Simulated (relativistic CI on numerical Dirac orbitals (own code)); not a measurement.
# Transition arrays of Ru6+

Computed by Dirac-Coulomb-Breit CI, KLI orbitals optimised for each configuration, QED by a radiative potential, valence Slater integrals scaled by 0.9, whole transition arrays (own radial code, finite nucleus).

CI space (outside the closed core [Ar] 3d10 4s2): 4p6 4d2, 4p6 4d 4f, 4p5 4d3, 4p6 4d 5p, 4p6 4d 5f. Levels of other configurations are missing.

All E1 lines from the levels of 4p6 4d2; mean and standard deviation are weighted by gf, and upper levels are sorted by their leading configuration.

```csv
Upper configuration,Lines,Σgf,Mean (eV),Mean (nm),σ (eV),Strongest line (nm)
4p6 4d 4f,70,10.0,41.89,29.594,0.89,29.481
4p5 4d3,477,250.3,58.49,21.198,4.91,19.448
4p6 4d 5p,60,14.1,32.57,38.069,0.83,38.544
4p6 4d 5f,81,140.7,63.69,19.466,1.25,19.497
```

Σgf per state of the lower configuration in bins of 0.5 nm over the central range (centre: value): 19.25: 3.17, 19.75: 1.83, 20.25: 0.07, 20.75: 0.62, 21.25: 0.40, 21.75: 0.69, 22.25: 1.16, 22.75: 0.11, 23.75: 0.03, 24.75: 0.09, 25.75: 0.05, 26.25: 0.07, 26.75: 0.05, 27.25: 0.05, 28.75: 0.07, 29.25: 0.15, 30.25: 0.04, 36.75: 0.03, 37.25: 0.07.

Q: How do configuration mixing and the scaling of the Slater integrals move the arrays?

A: Slater scale 0.9, no configuration mixing: 4p6 4d 4f 45.7 ± 1.5 eV (Σgf 101.5), 4p5 4d3 59.4 ± 3.9 eV (Σgf 258.4), 4p6 4d 5p 32.6 ± 0.9 eV (Σgf 15.4), 4p6 4d 5f 61.9 ± 1.0 eV (Σgf 7.6); Slater scale 1: 4p6 4d 4f 41.6 ± 0.9 eV (Σgf 8.9), 4p5 4d3 60.8 ± 5.6 eV (Σgf 278.5), 4p6 4d 5p 32.6 ± 0.9 eV (Σgf 14.0), 4p6 4d 5f 63.6 ± 2.2 eV (Σgf 122.5); Slater scale 0.8: 4p6 4d 4f 42.5 ± 0.8 eV (Σgf 15.0), 4p5 4d3 57.7 ± 4.1 eV (Σgf 268.9), 4p6 4d 5p 32.6 ± 0.8 eV (Σgf 14.2), 4p6 4d 5f 63.0 ± 1.2 eV (Σgf 108.2). With mixing, levels are counted to their leading configuration, so an array can shrink or vanish into another, and the sums then hold other lines.
